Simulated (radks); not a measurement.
Ce2+, configuration [Xe] 4f2.

Calculated with a radial shooting solver on a logarithmic mesh with Libxc functionals: scalar-relativistic Kohn-Sham, LDA (Slater exchange, Perdew-Wang correlation), spin-polarised, spherical densities, point nucleus; open shells are filled with parallel spins first (spin-orbit coupling, left out, can overturn this in heavy ions); hard spherical wall at 15 bohr.

Energy parts (hartree):
total: -8853.3167
kinetic: 9381.7076
electron-nucleus: -21439.0650
Hartree: 3406.7042
exchange-correlation: -202.6636

Orbitals (lengths in bohr, moments of r in powers of bohr):
orbital,occ.,eigenvalue (hartree),<r^4>
1s up,1,-1478.662,1.780e-06
1s down,1,-1478.662,1.780e-06
2s up,1,-236.9737,0.0002937
2s down,1,-236.9734,0.0002937
2p up,3,-212.3654,0.0002147
2p down,3,-212.3652,0.0002147
3s up,1,-51.15035,0.01197
3s down,1,-51.13352,0.01196
3p up,3,-43.32304,0.01249
3p down,3,-43.30634,0.01248
3d up,5,-32.17602,0.01036
3d down,5,-32.16283,0.01035
4s up,1,-10.52037,0.3098
4s down,1,-10.47326,0.3095
4p up,3,-7.97005,0.4090
4p down,3,-7.92240,0.4087
4d up,5,-4.30185,0.6997
4d down,5,-4.25378,0.7009
4f up,2,-0.50260,11.40
4f down,0,-0.46143,13.65
5s up,1,-1.86045,10.40
5s down,1,-1.82723,10.63
5p up,3,-1.23807,19.90
5p down,3,-1.21143,20.54
5d up,0,-0.50281,107.7
5d down,0,-0.48892,114.6
6s up,0,-0.47998,339.0
6s down,0,-0.47226,351.4
6p up,0,-0.34306,744.8
6p down,0,-0.33751,778.5

The highest occupied level is 4f up at -13.676 eV. The configuration is held as typed, so some empty levels lie below it. Summed over all electrons, <r^2> = 43.23 bohr^2, which gives a Langevin (diamagnetic) susceptibility term of -34.2 x 10^-6 cm^3/mol. The density falls to 0.001 e/bohr^3 at r = 3.67 bohr.
